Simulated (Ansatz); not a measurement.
Two isomers of CH10B2Si2: A = `BC([SiH3])B[SiH3]`, B = `B[SiH2]B(C)[SiH3]`.

Gas-phase electronic energies from Ansatz, PBE0-D4/def2-TZVP geometries. CBS: MP2 limit from def2 TZ/QZ plus the TZ coupled-cluster correction, frozen cores. Functionals use def2-TZVPP. Each species was taken in one conformer, which may not be the lowest.

(1) Which isomer does CCSD(T)/CBS put lower? Give the gap. (Estimate.)

(2) Give E(B) − E(A) in kJ/mol with ωB97M-V, r2SCAN-D4, CCSD(T)/def2-TZVPP, PBE-D4, PBE0-D4, CCSD/def2-TZVPP, HF/def2-TZVPP. (An estimate is asked.)

Largest T1 diagnostic: 0.015.

Results:

(1) Ansatz gave: A, by 77.2 kJ/mol.

(2) Computed: ωB97M-V 84.7, r2SCAN-D4 70.1, CCSD(T)/def2-TZVPP 76.1, PBE-D4 63.0, PBE0-D4 69.5, CCSD/def2-TZVPP 73.1, HF/def2-TZVPP 62.8. None reverses the order clearly.

In def2-TZVPP, CCSD(T) changes the Hartree–Fock value by +13.2 kJ/mol (the triples alone add +3.0 kJ/mol) and MP2 by +28.9 kJ/mol. The D4 term adds +7.3 kJ/mol with B3LYP and +3.4 kJ/mol with PBE0; it sums over pairs of atoms, weighted by their polarisabilities, and B3LYP, whose exchange is more repulsive, gets the larger term.

B3LYP here is the variant with VWN-RPA as its local correlation; programs differ in this.
